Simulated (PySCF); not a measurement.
Compound: C₅H₂F₃ (charge -1).
SMILES: `[C-]#C/C=C\C(F)(F)F`

Computed with PySCF at B3LYP/def2-SVPD, non-relativistic, on one gas-phase PBE0-D3(BJ)/def2-SVP geometry that isn't relaxed in the solvent. The solvent is an IEF-PCM continuum (cavity from Bondi-type radii × 1.2), and excitations are vertical TDDFT with non-equilibrium linear response and a frozen core. Specific hydrogen bonds and non-electrostatic terms are outside this model.

Gas-phase singlets (H = HOMO, L = LUMO):

```tsv
state	E (eV)	λ (nm)	f	leading configuration
S1	3.309	375	0.000	H-1→L 94%
S2	3.829	324	0.009	H-2→L 95%
S3	4.381	283	0.212	H→L 77%
S4	4.673	265	0.002	H→L+1 94%
S5	5.048	246	0.209	H-1→L+1 76%
```

Task: How does the list change in chloroform (ε = 4.711)?

Result: 
```json
{"state": "S1", "E (eV)": "3.633", "λ (nm)": "341", "f": "0.000", "leading configuration": "H-1→L 99%", "change by rank (eV)": "+0.324"}
{"state": "S2", "E (eV)": "4.316", "λ (nm)": "287", "f": "0.014", "leading configuration": "H-2→L 99%", "change by rank (eV)": "+0.487"}
{"state": "S3", "E (eV)": "4.463", "λ (nm)": "278", "f": "0.406", "leading configuration": "H→L 92%", "change by rank (eV)": "+0.082"}
{"state": "S4", "E (eV)": "5.465", "λ (nm)": "227", "f": "0.000", "leading configuration": "H→L+1 92%", "change by rank (eV)": "+0.792"}
{"state": "S5", "E (eV)": "5.888", "λ (nm)": "211", "f": "0.170", "leading configuration": "H-1→L+1 90%", "change by rank (eV)": "+0.840"}
```

Task: What are the lowest 5 singlets in dichloromethane (ε = 8.93)?

Result: 
```csv
state,E (eV),λ (nm),f,leading configuration,change by rank (eV)
S1,3.708,334,0.000,H-1→L 99%,+0.399
S2,4.430,280,0.015,H-2→L 100%,+0.601
S3,4.507,275,0.406,H→L 92%,+0.126
S4,5.577,222,0.000,H→L+1 91%,+0.904
S5,6.034,205,0.172,H-1→L+1 90%,+0.986
```

Task: The ground-state energy changes by -2.246 eV from gas to dichloromethane. By how much does the total energy of gas-phase S1 change?

Result: E(S1) = E(S0) + excitation energy, so it changes by -2.246 + 0.399 = -1.847 eV: it is lowered less than the ground state, which is what a blue shift means. This is the vertical state, with the slow part of the continuum still set for S0.

Task: How do the frontier levels move from gas to dichloromethane?

Result: 
| orbital | gas (eV) | solvent (eV) | change (eV) |
| --- | --- | --- | --- |
| LUMO+2 | 4.36 | 1.52 | -2.84 |
| LUMO+1 | 3.87 | 0.95 | -2.92 |
| LUMO | 2.91 | -0.82 | -3.73 |
| HOMO | -1.67 | -5.63 | -3.96 |
| HOMO-1 | -1.73 | -5.87 | -4.14 |
| HOMO-2 | -1.86 | -6.20 | -4.34 |
| HOMO-3 | -4.72 | -8.46 | -3.74 |

The HOMO–LUMO gap goes from 4.58 to 4.81 eV. Rows go by rank; for LUMO+1 the atom shares or the degeneracy differ between the runs, so the row needn't follow one orbital.

The values belong to the conformer `[C-:1]#[C:2]/[CH:3]=[CH:4]\[C:5]([F:6])([F:7])[F:8]`: C3–C4–C5–F6 -170°.
